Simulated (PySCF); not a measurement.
W(O)2(OH) (HO₃W), SMILES [W]([OH])(=[O])=[O] (connectivity only; charge and spin as stated), neutral, multiplicity 2.

Geometry optimised at PBE0-D3(BJ)/def2-SVP. The geometry has at least one imaginary mode, so it is a saddle point at that level. The multiplicity is an assumed one; other spin states were not compared. The isomer is the one that the SMILES or the coordinates give; other isomers of the formula were not compared. The def2 effective core potentials stand for the cores of W; spin–orbit coupling is left out. The values are those of a single conformer.

Computed with PBE0-D3(BJ)/def2-SVP (PySCF).

Frequencies are harmonic and unscaled.

| mode | ν (cm⁻¹) | IR (km/mol) | moving atoms (share of kinetic energy) |
|---|---|---|---|
| 1 | 265i | 186.5 | H 78 %, O 22 % |
| 2 | 89i | 3.4 | O 67 %, W 20 %, H 13 % |
| 3 | 205 | 1.7 | O 74 %, H 17 %, W 9 % |
| 4 | 323 | 1.0 | O 94 % |
| 5 | 472 | 147.1 | H 78 %, O 21 % |
| 6 | 768 | 125.4 | O 84 %, W 10 % |
| 7 | 996 | 210.5 | O 89 %, W 11 % |
| 8 | 1040 | 72.9 | O 95 % |
| 9 | 4005 | 395.2 | H 94 % |
